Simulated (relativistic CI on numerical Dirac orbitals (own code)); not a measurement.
## N II: computed level list

Calculated at this level of theory: Dirac-Coulomb-Breit CI, KLI orbitals optimised for each configuration, model QED (radiative potential, 1s self-energy scaled to tabulated hydrogen-like ionisation energies), valence Slater integrals scaled by 0.85, P86 correlation energy added to each configuration (own radial code, finite nucleus).

Configuration list (outside the closed core 1s2): 2s2 2p2, 2s 2p3, 2s2 2p 3s, 2s2 2p 3p, 2s2 2p 3d, 2p4, 2s2 2p 4s, 2s2 2p 4p, 2s2 2p 4d, 2s2 2p 4f, 2s2 2p 5s, 2s2 3s2, 2s2 2p 5p, 2s2 2p 5d, 2s2 2p 5f, 2s2 2p 5g, 2s2 3s 3p, 2s 2p2 3s, 2s2 3s 3d, 2s2 3p2, 2p3 3s, 2s2 3p 3d, 2s 2p2 3p. Levels of other configurations are missing.

The lowest level is 2s2 2p2 3P_0, with 98 % of that term; Hund's rules for 2s2 2p2 give 3P with J = 0, in agreement.

| No. | Configuration | Term | J | E (cm⁻¹) | % | Next component (%) | Lifetime (s) |
| --- | --- | --- | --- | --- | --- | --- | --- |
| 1 | 2s2 2p2 | 3P | 0 | 0.0 | 98 | 1 2p4 3P |  |
| 2 | 2s2 2p2 | 3P | 1 | 46.9 | 98 | 1 2p4 3P | 5.38e+05 |
| 3 | 2s2 2p2 | 3P | 2 | 125.1 | 98 | 1 2p4 3P | 1.55e+05 |
| 4 | 2s2 2p2 | 1D | 2 | 15295.3 | 99 | 1 2p4 1D | 2.76e+02 |
| 5 | 2s2 2p2 | 1S | 0 | 27665.2 | 95 | 5 2p4 1S | 3.98e+00 |
| 6 | 2s 2p3(4S°) | 5S° | 2 | 46218.2 | 100 |  |  |
| 7 | 2s 2p3(2D°) | 3D° | 3 | 95242.4 | 99 | 1 2s2 2p 3d 3D° | 1.68e-09 |
| 8 | 2s 2p3(2D°) | 3D° | 2 | 95256.7 | 99 | 1 2s2 2p 3d 3D° | 1.68e-09 |
| 9 | 2s 2p3(2D°) | 3D° | 1 | 95259.3 | 99 | 1 2s2 2p 3d 3D° | 1.67e-09 |
| 10 | 2s 2p3(2P°) | 3P° | 2 | 109793.9 | 98 | 1 2s 2p2 3p 3P° | 5.53e-10 |
| 11 | 2s 2p3(2P°) | 3P° | 1 | 109794.0 | 98 | 1 2s 2p2 3p 3P° | 5.52e-10 |
| 12 | 2s 2p3(2P°) | 3P° | 0 | 109800.6 | 98 | 1 2s 2p2 3p 3P° | 5.52e-10 |
| 13 | 2s2 2p 3s | 3P° | 0 | 145789.3 | 95 | 3 2p3 3s 3P° | 8.93e-10 |
| 14 | 2s2 2p 3s | 3P° | 1 | 145840.9 | 95 | 3 2p3 3s 3P° | 8.90e-10 |
| 15 | 2s2 2p 3s | 3P° | 2 | 145954.8 | 95 | 3 2p3 3s 3P° | 8.92e-10 |
| 16 | 2s2 2p 3s | 1P° | 1 | 147693.3 | 91 | 5 2s 2p3 1P° | 2.72e-10 |
| 17 | 2s 2p3(2D°) | 1D° | 2 | 149243.5 | 95 | 3 2s2 2p 3d 1D° | 2.13e-10 |
| 18 | 2s 2p3(4S°) | 3S° | 1 | 155987.4 | 98 | 2 2s 2p2 3p 3S° | 8.16e-11 |
| 19 | 2s 2p3(2P°) | 1P° | 1 | 165175.5 | 90 | 5 2s2 2p 3s 1P° | 1.46e-10 |
| 20 | 2s2 2p 3p | 1P | 1 | 170193.4 | 98 | 1 2s 2p2 3s 1P | 9.11e-09 |
| 21 | 2s2 2p 3p | 3D | 1 | 171877.7 | 99 | 1 2s 2p2 3s 3D | 5.06e-09 |
| 22 | 2s2 2p 3p | 3D | 2 | 171939.1 | 99 | 1 2s 2p2 3s 3D | 5.05e-09 |
| 23 | 2s2 2p 3p | 3D | 3 | 172037.1 | 99 | 1 2s 2p2 3s 3D | 5.05e-09 |
| 24 | 2s2 2p 3p | 3S | 1 | 174045.1 | 99 |  | 3.52e-09 |
| 25 | 2s2 2p 3p | 3P | 0 | 175310.6 | 97 | 2 2s 2p2 3s 3P | 2.58e-09 |
| 26 | 2s2 2p 3p | 3P | 1 | 175347.5 | 97 | 2 2s 2p2 3s 3P | 2.58e-09 |
| 27 | 2s2 2p 3p | 3P | 2 | 175406.7 | 97 | 2 2s 2p2 3s 3P | 2.58e-09 |
| 28 | 2s2 2p 3p | 1D | 2 | 178727.6 | 99 | 1 2s2 2p 4p 1D | 3.36e-09 |
| 29 | 2s2 2p 3p | 1S | 0 | 182263.9 | 96 | 3 2s2 2p 4p 1S | 2.45e-09 |
| 30 | 2s2 2p 3d | 3F° | 2 | 191269.6 | 98 | 1 1D° | 6.51e-09 |

Energies count from the lowest computed level; ° marks odd parity; lifetimes are radiative, by E1, M1, E2 decay to levels of this space only; some are left blank where a channel outside the calculation adds to the decay or the decay crosses a small, uncertain gap. Percentages are summed over parent terms; the parents shown are those of the largest component, closed shells are left out there.

The mean weight of the leading LS term, summed over parents, in these 30 levels is 97 %, and that of the leading jj configuration (from the same eigenvectors) 66 %, so LS coupling describes them better.

Correlation outside the listed configurations is missing or only estimated: errors of thousands of cm⁻¹ between configurations and terms are usual at this charge. Rates and lifetimes follow the computed energies and can be off by large factors. The fine structure of a lone outer electron comes out too small, for d and f at times inverted, and misplaced configurations move strength between like terms. 29 of the 39 excited levels that our extract of the measured tables holds in this range could be paired (the sources list more); they are missed by 4030 cm⁻¹ on average and 5583 at most, and levels without a partner can miss by more.

Landé's interval rule says that E(J) − E(J−1) = AJ with one A. For the ground term the intervals give A = 46.9, 39.1 cm⁻¹ for J = 1, 2; the multiplet is regular.
